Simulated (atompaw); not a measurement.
**Pseudopotential generation for tin (Sn): PAW (atompaw), LDA (PW92), scalar-relativistic.**

atompaw 4.2.0.5 was run on this input:

```
Sn 50
LDA-PW scalarrelativistic loggrid 1500 logderivrange -3 5 201
5 5 4 0 0 0
5 1 1
0 0 0
c
c
c
c
v
c
c
c
v
c
c
2
2.55 2.10 1.70 1.70
y
-0.1
n
y
2.4
n
y
0.3
n
custom polynom2 7 10 vanderbiltortho sinc
3 0 vpsmatchnc
2.55
2.55
2.55
2.55
2.30
PWSCFOUT
UPFDX 0.0125d0 UPFXMIN -7.d0 UPFZMESH 50.d0
END
```

Command:

```bash
atompaw < Sn.input > Sn.log
```

Resulting log (summary file):

```
Completed calculations for Sn (AE)

 Exchange-correlation type: LDA, Perdew-Wang correlation

 Radial integration grid is logarithmic
 r0 =   1.7396511E-04 h =   8.6982553E-03   n =      1500 rmax =   8.0000000E+01

 Scalar relativistic calculation

 AEatom converged in  25 iterations
   nz     =  50.00
   delta  =       5.632713739289E-17

 All Electron Orbital energies:
  n  l      occupancy      energy
  1  0      2.0000000E+00 -2.1305987E+03
  2  0      2.0000000E+00 -3.2221465E+02
  3  0      2.0000000E+00 -6.2618126E+01
  4  0      2.0000000E+00 -1.0415978E+01
  5  0      2.0000000E+00 -1.3345491E+00
  2  1      6.0000000E+00 -2.8949002E+02
  3  1      6.0000000E+00 -5.1923351E+01
  4  1      6.0000000E+00 -7.1749893E+00
  5  1      1.0000000E+00 -7.7314145E-01
  3  2      1.0000000E+01 -3.5408675E+01
  4  2      1.0000000E+01 -2.4939886E+00

 Total energy
   Total                    :   -12343.21274991262726

 ---
 Completed calculations for Sn (SC)

 Exchange-correlation type: LDA, Perdew-Wang correlation

 Radial integration grid is logarithmic
 r0 =   1.7396511E-04 h =   8.6982553E-03   n =      1500 rmax =   8.0000000E+01

 Scalar relativistic calculation

 SCatom converged in   2 iterations
   nz     =  50.00
   delta  =       4.911153046057E-17

 Valence Electron Orbital energies:
  n  l      occupancy      energy
   5  0      2.0000000E+00 -1.3345491E+00
   5  1      1.0000000E+00 -7.7314145E-01

 Total energy
   Total                    :   -12343.21274991038626
   Valence                  :     -322.32179634642762

 PAW parameters:
       lmax =            2
         rc =    2.5534658673978812
        irc =         1104
   rc_shape =    2.1087083760710090
    rc_vloc =    1.7113770483216604
    rc_core =    1.7113770483216604
   Vloc: VPS match (norm-conservation) with l= 3;e=   0.0000E+00
   Projector type: improved polynomial pseudization + Vanderbilt ortho.
   Sinc^2 compensation charge shape zeroed at   2.1087E+00

 Number of basis functions     5
 No.   n  nodes  l      Energy         Cp coeff         Occ
  1    5    4    0   -0.1334549E+01  0.2168150E+02  0.2000000E+01
  2  999    5    0   -0.1000000E+00  0.1398491E+00  0.0000000E+00
  3    5    3    1   -0.7731414E+00  0.3354211E+01  0.1000000E+01
  4  999    4    1    0.2400000E+01  0.3397237E+00  0.0000000E+00
  5  999    2    2    0.3000000E+00  0.2369533E+01  0.0000000E+00

 Eigenvalues of overlap operator (in the basis of projectors):
    1        2.33286805E-02
    2        1.08711934E+00
    3        1.95237102E+01
    4        1.01055120E+02
    5        1.12442218E+02

 Orbital leakage outside PAW augmentation regions
   orb  is_core?  %out_of_sphere
   1 0    T           0.00
   2 0    T           0.00
   3 0    T          -0.00
   4 0    T           0.00
   5 0    F          32.99
   2 1    T           0.00
   3 1    T           0.00
   4 1    T           0.03
   5 1    F          57.66
   3 2    T           0.00
   4 2    T           1.02

 Summary of PAW energies
   Total valence energy     :   -322.32182116340084
   Smooth energy            :     -2.28272023001570
   One center               :   -320.03910093338516
   Smooth kinetic           :      1.54159198825258
   Vloc energy              :     -1.96966951629138
   Smooth exch-corr         :    -11.36917426237984
   One-center xc            :   -306.96526164884273
```

Note: ghost states, extra bound levels that the all-electron valence spectrum of the same l lacks: s at -288.9 eV, p at -126.8 eV, d at -53.1 eV. A true bound ghost makes a file unfit for plane-wave use.

The run took about 1.4 s on one core of a shared server CPU.
